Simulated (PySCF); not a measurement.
Mg(I)(Et) (C2H5IMg), SMILES [I][Mg][CH2]C. Atoms are numbered in the order given.

```xyz
9

Mg     0.3104     1.1124     0.0000
I     -0.0536    -1.4454     0.0000
C      0.6084     3.1929     0.0000
C     -0.6631     4.0575     0.0000
H      1.2339     3.4377    -0.8784
H      1.2339     3.4377     0.8784
H     -1.2944     3.8698     0.8854
H     -1.2944     3.8698    -0.8854
H     -0.4340     5.1391     0.0000
```
Charge 0, spin multiplicity 1.

Geometry: B3LYP-D3(BJ)/def2-SVP. The def2 effective core potentials stand for the cores of I; spin–orbit coupling is left out. Other conformers were not sampled.

The numbers are results of B3LYP/def2-TZVP run with PySCF, not measurements.

ESP charges are fitted to the potential on shells at 1.4 to 2.0 van der Waals radii. Atomic charges (e):

```csv
atom,ESP fit,Mulliken,Löwdin
Mg1,0.52,0.66,0.21
I2,-0.36,-0.39,0.05
C3,0.03,-0.51,-0.53
C4,-0.14,-0.33,-0.35
H5,-0.05,0.13,0.13
H6,-0.05,0.13,0.13
H7,0.02,0.11,0.12
H8,0.02,0.11,0.12
H9,0.03,0.11,0.11
```
